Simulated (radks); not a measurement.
Values are calculated unless marked as measured or tabulated.
Removal energies from the magnesium ion Mg2+, [Ne], by Delta-SCF beside the eigenvalue of the level emptied. Code: a radial shooting solver on a logarithmic mesh with Libxc functionals. Model: Dirac Kohn-Sham, relativistic LDA (MacDonald-Vosko exchange, VWN5 correlation), spin-unpolarised, spherical densities, finite nucleus; Fermi nuclear charge, rms radius of each element as measured or else 0.836 A^(1/3) + 0.57 fm. Sub-shells are occupied by j as written (lower j first in brackets).

removed from          final configuration  Delta-SCF (eV)  -eigenvalue (eV)
2p3/2         [He] 2s2 2p(1/2: 2, 3/2: 3)          81.183            66.734
2p1/2         [He] 2s2 2p(1/2: 1, 3/2: 4)          81.506            67.025
2s1/2                        [He] 2s1 2p6          113.49            99.384
1s1/2                         1s1 2s2 2p6          1338.3            1272.3
